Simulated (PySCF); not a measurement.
# Excitation energy of Be by level of theory

Be [He] 2s2 (1S) → Be [He] 2p2 (3P), as a difference of total energies. All numbers are calculated (PySCF 2.14, scalar relativity by spin-free X2C-1e, in ANO-RCC-VTZP). Correlated levels: valence: 1s2 frozen; valence and next inner shell: nothing frozen. The calculations carry no spin-orbit coupling.

Question: Order these methods by the excitation energy they give, lowest first.
A. M06-2X
B. LDA
C. MP2 (valence and next inner shell)
D. UHF

Answer: B (6.010 eV), D (6.447 eV), A (6.771 eV), C (7.041 eV).

Errors of the correlated levels include the incompleteness of this basis and the frozen core.

The basis was made for the ground configuration and has no added diffuse functions, so the excitation energy can come out too high.

For comparison: 7.401 eV (measured; NIST levels, between the centres of gravity of the two terms).
